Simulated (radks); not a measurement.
Values are calculated unless marked as measured or tabulated.
Q: These are the eigenvalues of the occupied orbitals of an atom or ion with whole-number occupations (hartree). Code: a radial shooting solver on a logarithmic mesh with Libxc functionals. Model: non-relativistic Kohn-Sham, LDA (Slater exchange, Perdew-Wang correlation), spin-unpolarised, spherical densities, point nucleus.

1s: -3163.796
2s: -730.3446
2p: -717.2918

Which element is it, and in what charge state? The configuration may be excited.

A: Z = 82, lead, charge +73: Pb73+ in [He] 2s2 2p5. The list shows which subshells hold electrons but not how many an open one holds; the 1s level, -3163.8 hartree, gives Z - s = 79.5 by -(Z - s)^2/2, which with screening narrows Z to a few neighbours, and the depths of the outer levels then fix element, charge and occupations together.
